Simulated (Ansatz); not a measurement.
H9NSi3 (`N[SiH]([SiH3])[SiH3]`) from Hartree–Fock to CCSD(T)

Z-matrix (Å, degrees):
```
Si
Si 1 2.340
Si 1 2.340 2 110.2
N 1 1.729 2 108.5 3 118.6
H 1 1.500 2 107.2 3 -116.3
H 2 1.489 1 109.8 3 67.8
H 2 1.488 1 111.0 3 -52.4
H 2 1.491 1 110.8 3 -172.6
H 3 1.488 1 111.0 2 52.3
H 3 1.489 1 109.8 2 -67.9
H 3 1.491 1 110.8 2 172.5
H 4 1.008 1 119.7 2 48.9
H 4 1.008 1 119.7 2 -168.8
```

Charge 0, multiplicity 1. The structure was optimised at the PBE0-D4/def2-TZVP level. It is one conformer, not always the lowest. Frozen core, restricted reference, the Gaussian-basis code of Ansatz. CBS rows extrapolate triple and quadruple zeta; past MP2 they add the triple-zeta difference.

```tsv
basis	HF (Eh)	MP2 corr.
def2-SVP	-926.18002	-0.47755
def2-TZVPP	-926.56054	-0.59879
def2-QZVPP	-926.59046	-0.64242
```

(1) Estimate the CCSD correlation energy and the (T) correction in each basis where they were run (hartree).

Answers

(1) 
```json
{"basis": "def2-SVP", "CCSD corr.": "-0.55131", "(T)": "-0.01440"}
{"basis": "def2-TZVPP", "CCSD corr.": "-0.66952", "(T)": "-0.02400"}
{"basis": "CBS(def2)", "CCSD corr.": "-0.74547", "(T)": "as TZ"}
```
